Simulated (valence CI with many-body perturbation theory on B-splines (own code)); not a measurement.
**La LI: calculated level list**

Calculated by valence CI with perturbative core correlation (CI+MBPT): five valence electrons over a frozen Dirac-Fock core [He], a basis of 11 s, 11 p, 10 d, 8 f, 5 g, 2 h functions for each j, with the one-electron correlation potential Σ1 (screened to all orders), the two-electron term Σ2, the three-electron term Σ3, Breit, model QED; selected single and double excitations, second order for the rest, scaled by the run's own slope (own B-spline code, finite nucleus).

No measured spectrum was set against this ion. As an estimate, large intervals hold to a few tenths of a per cent, small ones and those within an open d or f shell to about a per cent. Among the levels kept, up to 7200 cm⁻¹ of a level comes from second order outside the variational space, and about a tenth of that is noise between levels of different J, which matters for small intervals.

Levels 181 to 197 of 197, with energies above the lowest level, (2s^2 2p1/2^2 2p3/2) J=3/2. "Leading %" is the weight of the configuration and term that name the level; weights of strongly mixed levels are sums over their largest components and can fall short. In the jj column 3d3/2^4 stands for four electrons in 3d with j = 3/2. Lifetimes count E1, E2, E3, M1 and M2 decay at the calculated energies, and are blank where another channel may lead or the interval is too uncertain; long ones can be off by a factor of two.

| No. | Configuration | Term | J | E (× 10³ cm⁻¹) | Leading % | Leading jj | Lifetime |
| --- | --- | --- | --- | --- | --- | --- | --- |
| 181 | 2p4.3p | 2D° | 5/2 | 53035 | 19 | 2p1/2^2 2p3/2^2 3p1/2 (65 %) | 12.9 fs |
| 182 | 2s.2p3.3d | 2G° | 9/2 | 53061 | 81 | 2s 2p1/2 2p3/2^2 3d5/2 (98 %) | 298 fs |
| 183 | 2s.2p3.3d | 2F° | 7/2 | 53086 | 55 | 2s 2p1/2 2p3/2^2 3d5/2 (98 %) | 31.0 fs |
| 184 | 2s.2p3.3d | 2F° | 7/2 | 53115 | 48 | 2s 2p1/2 2p3/2^2 3d5/2 (97 %) | 1.95 fs |
| 185 | 2s.2p3.3d | 2D° | 3/2 | 53125 | 42 | 2s 2p1/2 2p3/2^2 3d5/2 (87 %) | 1.77 fs |
| 186 | 2s.2p3.3d | 2D° | 5/2 | 53154 | 39 | 2s 2p1/2 2p3/2^2 3d5/2 (98 %) | 5.13 fs |
| 187 | 2s.2p3.3d | 2D° | 3/2 | 53169 | 40 | 2s 2p1/2 2p3/2^2 3d5/2 (97 %) | 11.5 fs |
| 188 | 2s.2p3.3d | 2S° | 1/2 | 53176 | 50 | 2s 2p1/2 2p3/2^2 3d5/2 (93 %) | 1.60 fs |
| 189 | 2s.2p3.3d | 2D° | 3/2 | 53237 | 39 | 2s 2p1/2 2p3/2^2 3d5/2 (92 %) | 1.07 fs |
| 190 | 2s.2p3.3d | 2D° | 5/2 | 53264 | 40 | 2s 2p1/2 2p3/2^2 3d5/2 (93 %) | 1.20 fs |
| 191 | 2p4.3p | 2P° | 1/2 | 53367 | 65 | 2p1/2^2 2p3/2^2 3p1/2 (89 %) | 19.0 fs |
| 192 | 2s.2p3.3s | 4P° | 5/2 | 53763 | 51 | 2s 2p3/2^3 3s (97 %) | 95.5 fs |
| 193 | 2s.2p3.3s | 2P° | 3/2 | 53898 | 40 | 2s 2p3/2^3 3s (98 %) | 17.3 fs |
| 194 | 2p4.3p | 4D° | 7/2 | 53957 | 68 | 2p1/2^2 2p3/2^2 3p3/2 (98 %) | 8.23 fs |
| 195 | 2p4.3p | 2D° | 5/2 | 53957 | 48 | 2p1/2^2 2p3/2^2 3p3/2 (97 %) | 7.78 fs |
| 196 | 2p4.3p | 2P° | 1/2 | 53967 | 47 | 2p1/2^2 2p3/2^2 3p3/2 (96 %) | 7.00 fs |
| 197 | 2p4.3p | 2P° | 3/2 | 54238 | 43 | 2p1/2^2 2p3/2^2 3p3/2 (96 %) | 7.77 fs |
